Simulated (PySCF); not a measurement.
Species: C7H11 (doublet state).
Cartesian coordinates in Å at the GFN2-xTB level; atoms count from 1:
```xyz
18
C7H11 angstrom
C      2.4571    0.3565    0.0509
C      0.9945    0.1411   -0.2303
C      0.1566    1.2327   -0.3388
C     -1.3050    1.0764   -0.5822
C     -1.7982   -0.2674   -0.0491
C     -0.9435   -1.3961   -0.6220
C      0.5024   -1.1398   -0.3685
H      2.6166    0.4944    1.1203
H      3.0439   -0.4996   -0.2724
H      2.8213    1.2453   -0.4591
H      0.5550    2.2328   -0.2686
H     -1.8555    1.8973   -0.1154
H     -1.5062    1.1320   -1.6609
H     -2.8484   -0.4180   -0.3067
H     -1.7094   -0.2723    1.0398
H     -1.2389   -2.3555   -0.1897
H     -1.1186   -1.4659   -1.7044
H      1.1677   -1.9877   -0.3192
```

The hyperfine couplings belong to this conformer and change with its torsions.

The species is `C1C=C(C)[CH]CC1` [radical].

Level of theory: UKS B3LYP, pcH-1 on C H, non-relativistic, mean-field spin-orbit, GIAO (PySCF 2.14.0). The structure is a single GFN2-xTB conformer in the gas phase; no vibrational or solvent corrections. GFN2-xTB frequencies show an imaginary mode (29i cm⁻¹), so this geometry is no minimum at that level. A GFN2-xTB geometry isn't a minimum of the functional, and hyperfine couplings can be far from their values at a DFT geometry. Stability of the SCF solution: not tested. ⟨S²⟩ is 0.775 where a pure state has 0.75.

Question: Break the g tensor into its mass correction, gauge correction and orbital-Zeeman/spin–orbit terms.

Answer: 
```json
{"Δg (ppm)": "relativistic mass correction", "1": "-140", "2": "-140", "3": "-140"}
{"Δg (ppm)": "gauge correction", "1": "-4", "2": "31", "3": "23"}
{"Δg (ppm)": "orbital Zeeman/spin–orbit", "1": "37", "2": "520", "3": "712"}
{"Δg (ppm)": "total", "1": "-107", "2": "411", "3": "596"}
```

So g = 2.00221, 2.00273, 2.00292 and g_iso = 2.00262; the tensor is rhombic: the two nearest values differ by 26 % of g3 − g1. Axes: g2 points within 1° of the C1–C2 bond.

Question: What are the electron Larmor frequencies g μB B/h along the three axes at 330 mT?

Answer: 9.2477, 9.2501, 9.2510 GHz for g1, g2 and g3, a range of 3.2 MHz.

Question: At 9.472 GHz, how far is the centre of the isotropic spectrum from where a free electron (g = 2.002319) resonates?

Answer: B = hν/(g μB) with μB/h = 13.99624 MHz/mT gives 337.98 mT for the free electron and 337.93 mT at g_iso, 0.05 mT lower.

Question: How much does each term add to the isotropic shift?

Answer: The orbital-Zeeman/spin–orbit term 423, the mass correction -140 and the gauge correction 17 ppm, for a total of 300 ppm. The orbital-Zeeman/spin–orbit term is the largest in size. The mass correction is the same along every axis, so the anisotropy comes from the other two: their spans along these axes are 35 (gauge) and 676 ppm (orbital Zeeman/spin–orbit).

Question: In a frozen sample, at which fields do the three g values resonate at 9.5, 34, 94 and 263 GHz (hyperfine left aside), and which band first spreads them over more than twice a line width of 0.5 mT?

Answer: 
```tsv
band	GHz	B(g3) mT	B(g2) mT	B(g1) mT	spread mT
X	9.5	338.88	338.91	339.00	0.12
Q	34.0	1212.84	1212.96	1213.27	0.43
W	94.0	3353.16	3353.47	3354.33	1.18
J	263.0	9381.70	9382.57	9385.00	3.29
```

The spread grows in proportion to the frequency. W band is the first where it exceeds 1.0 mT.

The largest Mulliken spin populations are on C3 (+0.67), C7 (+0.65) and C2 (-0.26). The positive populations add up to 1.44 and the negative ones to -0.44, together 2S = 1. The angles at C3 add up to 360.0°, so it is planar; its axial dipolar tensor and the negative coupling of its proton fit spin in a p orbital normal to that plane.

The HOMO–LUMO gaps are 5.74 eV among the α and 5.20 eV among the β orbitals.
